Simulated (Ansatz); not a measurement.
Steps of a relaxation of `[SiH3][SiH]1[CH2][GeH2]1` with RKS PBE0-D4/def2-TZVP.

```sh
$ ansatz run in.yaml --threads 4 --pin off --events-out ev --progress --plain --max-ram 10444MiB
```

```yaml
crystal:
  periodic: [false, false, false]
  atoms:
    - {symbol: Si, position_ang: [-1.721550, 1.371498, 0.205580]}
    - {symbol: Si, position_ang: [-0.105692, -0.184856, 0.847350]}
    - {symbol: C, position_ang: [1.604818, -0.050566, -0.013458]}
    - {symbol: Ge, position_ang: [0.695430, -1.691937, -0.740966]}
    - {symbol: H, position_ang: [-1.557128, 1.611219, -1.272343]}
    - {symbol: H, position_ang: [-1.562690, 2.687176, 0.924294]}
    - {symbol: H, position_ang: [-3.108449, 0.847448, 0.465345]}
    - {symbol: H, position_ang: [-0.068336, -0.578879, 2.297142]}
    - {symbol: H, position_ang: [1.761540, 0.781050, -0.723607]}
    - {symbol: H, position_ang: [2.496657, -0.227228, 0.614648]}
    - {symbol: H, position_ang: [0.283107, -1.592523, -2.224702]}
    - {symbol: H, position_ang: [1.359394, -3.027501, -0.345283]}
basis:
  gaussian: {orbitals: def2-TZVP}
hamiltonian: {xc: pbe0, dispersion: d4}
relax: {f_tol: 0.005, max_steps: 150}
```

Positions (Å) and forces (eV/Å) along the path, 6 of 6 steps:

```xyz
12
step=1 energy=-73425.7408 eV
Si   -1.722    1.371    0.206   -0.141    0.141   -0.067
Si   -0.106   -0.185    0.847    0.335   -0.125   -0.127
C     1.605   -0.051   -0.013    0.122    0.141    0.065
Ge    0.695   -1.692   -0.741    0.060    0.192    0.116
H    -1.557    1.611   -1.272   -0.032   -0.056    0.315
H    -1.563    2.687    0.924   -0.029   -0.286   -0.150
H    -3.108    0.847    0.465    0.302    0.106   -0.051
H    -0.068   -0.579    2.297   -0.006    0.083   -0.296
H     1.762    0.781   -0.724   -0.094   -0.447    0.381
H     2.497   -0.227    0.615   -0.477    0.082   -0.341
H     0.283   -1.593   -2.225    0.064   -0.032    0.227
H     1.359   -3.028   -0.345   -0.103    0.201   -0.073
12
step=2 energy=-73425.7759 eV
Si   -1.714    1.366    0.204   -0.045    0.047   -0.031
Si   -0.105   -0.183    0.836    0.183   -0.029   -0.029
C     1.597   -0.049   -0.011   -0.043    0.038    0.046
Ge    0.692   -1.679   -0.734    0.030    0.055    0.022
H    -1.551    1.601   -1.260   -0.015   -0.006    0.073
H    -1.554    2.668    0.918   -0.005   -0.069   -0.036
H    -3.086    0.843    0.465    0.073    0.025   -0.011
H    -0.068   -0.572    2.273   -0.003    0.015   -0.072
H     1.754    0.773   -0.712   -0.025   -0.130    0.101
H     2.478   -0.229    0.609   -0.140    0.023   -0.092
H     0.283   -1.590   -2.206    0.007    0.001    0.027
H     1.351   -3.006   -0.347   -0.015    0.028    0.000
12
step=3 energy=-73425.7789 eV
Si   -1.709    1.365    0.200   -0.008   -0.001    0.012
Si   -0.100   -0.183    0.835    0.023    0.004   -0.036
C     1.590   -0.048   -0.009   -0.029   -0.004    0.025
Ge    0.693   -1.676   -0.733   -0.011   -0.010   -0.002
H    -1.555    1.605   -1.259    0.005   -0.005   -0.003
H    -1.548    2.660    0.915    0.000    0.008    0.003
H    -3.075    0.841    0.465   -0.006    0.000    0.003
H    -0.065   -0.575    2.267   -0.004    0.004    0.002
H     1.745    0.768   -0.710    0.005    0.010   -0.006
H     2.467   -0.227    0.607    0.018   -0.004    0.002
H     0.284   -1.585   -2.204    0.004   -0.002    0.002
H     1.349   -3.000   -0.341    0.004    0.001   -0.002
12
step=4 energy=-73425.7790 eV
Si   -1.712    1.366    0.203    0.005    0.000   -0.008
Si   -0.100   -0.182    0.831    0.001   -0.001    0.004
C     1.592   -0.049   -0.009   -0.010    0.007    0.004
Ge    0.693   -1.677   -0.734   -0.010   -0.010   -0.002
H    -1.555    1.603   -1.257   -0.006    0.005   -0.004
H    -1.551    2.663    0.916    0.003    0.001    0.002
H    -3.078    0.844    0.468    0.000   -0.004    0.003
H    -0.068   -0.571    2.264    0.001   -0.005    0.004
H     1.749    0.766   -0.710    0.006    0.005   -0.005
H     2.468   -0.230    0.608    0.006    0.001    0.003
H     0.288   -1.587   -2.205    0.004    0.000   -0.003
H     1.352   -3.000   -0.342    0.000    0.000    0.001
12
step=5 energy=-73425.7791 eV
Si   -1.713    1.367    0.202   -0.002    0.000    0.002
Si   -0.101   -0.182    0.829    0.000    0.003   -0.008
C     1.591   -0.049   -0.007    0.001   -0.005    0.005
Ge    0.694   -1.677   -0.735    0.000   -0.001   -0.003
H    -1.569    1.599   -1.260   -0.002    0.000   -0.001
H    -1.542    2.666    0.909    0.000    0.000    0.000
H    -3.077    0.847    0.482    0.001    0.001    0.000
H    -0.072   -0.575    2.261    0.001   -0.001    0.002
H     1.752    0.766   -0.708   -0.001   -0.001    0.000
H     2.467   -0.230    0.611    0.002    0.002    0.001
H     0.298   -1.586   -2.209   -0.002    0.000    0.000
H     1.351   -3.000   -0.341    0.001    0.001    0.001
12
step=6 energy=-73425.7791 eV
Si   -1.714    1.368    0.202   -0.002    0.002    0.000
Si   -0.102   -0.182    0.826   -0.001   -0.002   -0.002
C     1.593   -0.050   -0.007    0.002    0.003   -0.002
Ge    0.695   -1.677   -0.736   -0.001   -0.002    0.001
H    -1.576    1.600   -1.261    0.000    0.000    0.000
H    -1.542    2.667    0.909    0.000   -0.001    0.000
H    -3.077    0.848    0.486    0.001    0.000    0.001
H    -0.074   -0.576    2.258    0.001    0.001    0.001
H     1.755    0.765   -0.708   -0.002   -0.002    0.002
H     2.467   -0.231    0.613    0.001    0.000    0.001
H     0.300   -1.587   -2.210    0.001    0.001   -0.001
H     1.352   -3.000   -0.340   -0.001    0.000    0.000
```

Run time 28 s (4 threads of an Arm Neoverse V2 on a shared host); peak host memory 0.64 GiB.
